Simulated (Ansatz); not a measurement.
Basis sets compared for Si(OAc)H3 (C₂H₆O₂Si). Total charge 0; singlet. Geometry PBE0-D4/def2-SVP. Ansatz on 2 threads of Intel Xeon Platinum 8259CL on a shared host; times are rough, and most runs start from earlier orbitals.

Cartesian coordinates in Å:
```
C -0.4574 0.3890 -0.2919
C -1.9459 0.2812 -0.1776
O 0.1921 -0.5460 0.4154
O 0.1393 1.2134 -0.9390
Si 1.9088 -0.4947 0.3426
H -2.4250 1.0595 -0.7809
H -2.2420 0.3800 0.8770
H -2.2708 -0.7153 -0.5104
H 2.4162 0.7845 0.9045
H 2.3787 -0.7167 -1.0501
H 2.3060 -1.6349 1.2106
```

Binding counts from free atoms (C triplet, O triplet, Si triplet, H doublet) in the same basis, without a counterpoise term.

| level | functions | energy (Eh) | HOMO (eV) | LUMO (eV) | binding per atom (eV) | wall time |
| --- | --- | --- | --- | --- | --- | --- |
| HF/STO-3G | 35 | -511.6099 | -8.84 | 8.79 | 3.31 | 0.25 s |
| PBE-D4/def2-SVP | 104 | -519.1361 | -6.37 | -0.98 | 4.18 | 1.4 s |
| PBE0-D4/def2-SVP | 104 | -519.1741 | -8.12 | 0.13 | 4.08 | 1.7 s |

(1) Estimate the rows for HF/def2-TZVP, PBE-D4/def2-TZVP (with forces), PBE0-D4/def2-TZVP.

Results:

(1) 
| level | functions | energy (Eh) | HOMO (eV) | LUMO (eV) | binding per atom (eV) | wall time |
| --- | --- | --- | --- | --- | --- | --- |
| HF/def2-TZVP | 197 | -518.0537 | -12.47 | 3.03 | 2.94 | 2.2 s |
| PBE-D4/def2-TZVP (with forces) | 197 | -519.5077 | -6.56 | -1.18 | 4.15 | 3.9 s |
| PBE0-D4/def2-TZVP | 197 | -519.5426 | -8.23 | -0.02 | 4.05 | 4.2 s |
